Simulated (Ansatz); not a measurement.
Job for Ansatz (a first-principles code): R-r2SCAN/def2-TZVPP on AlH2I (SMILES [AlH2][I]), atoms moved off the minimum. Elements past Kr take the def2 small-core potentials; no spin–orbit coupling.

Ansatz 0.2 input:
```yaml
crystal:
  periodic: [false, false, false]
  atoms:
    - {symbol: Al, position_ang: [-1.03215123, -1.56666142, 0.25784061]}
    - {symbol: H, position_ang: [-0.49566900, -2.60955117, 1.30580950]}
    - {symbol: H, position_ang: [-2.32808004, -1.76761685, -0.59721112]}
    - {symbol: I, position_ang: [0.28331611, 0.41283861, -0.07132824]}
basis:
  gaussian:
    orbitals: def2-TZVPP
hamiltonian:
  xc: {name: r2SCAN}
scf: {lower_state_search: off}
output: {forces: true}
```

The log:

```
WARN ansatz: RAYON_NUM_THREADS=1 ignored (pool sized by the plan → 1); use --threads N
Functional definition: r2SCAN
these checks for a lower state are left out or cut short: stability, starts, cluster_reference, orbital_swaps, neighbouring_geometries, increment
integrals: 0.04 GiB planned
754 factors; their error is unknown
mean field: 0.31 GiB planned
mean field evaluation 1: about -14733.5849 eV, gradient 1.4e1 eV
mean field evaluation 2: about -14733.9895 eV, gradient 1.1e1 eV
mean field evaluation 4: about -14734.2160 eV, gradient 9.7e-1 eV
mean field evaluation 8: about -14734.2074 eV, gradient 1.4e-1 eV
mean field evaluation 16: about -14734.2074 eV, gradient 2.4e-4 eV
mean field -14734.20739657 eV, -541.4721346193 hartree, gradient 7.6e-6 eV, S^2 0.000000; 0 other end points of the search recorded, 0 dependent functions left out
the calculation of the forces begins
reference -14734.20740751 eV, -541.4721350215 hartree; 20, 20 occupied and 100, 100 virtual orbitals, 754 factors
Total energy: -14734.20740751 eV, -541.4721350215 hartree
Atom 0 at    -1.032151    -1.566661     0.257841 Å, force    -0.313296    -0.721818     0.155122 eV/Å
Atom 1 at    -0.495669    -2.609551     1.305810 Å, force    -0.038161    -0.046511     0.035995 eV/Å
Atom 2 at    -2.328080    -1.767617    -0.597211 Å, force    -0.126947    -0.010167    -0.054828 eV/Å
Atom 3 at     0.283316     0.412839    -0.071328 Å, force     0.478404     0.778496    -0.136289 eV/Å
Dipole moment:    -0.083861    -0.098777     0.019927 e Å
Checks for a lower state left out: stability, starts, cluster_reference, orbital_swaps, neighbouring_geometries, increment
```

The calculation finished and met its thresholds.

Cost: roughly 2.0 core-seconds.
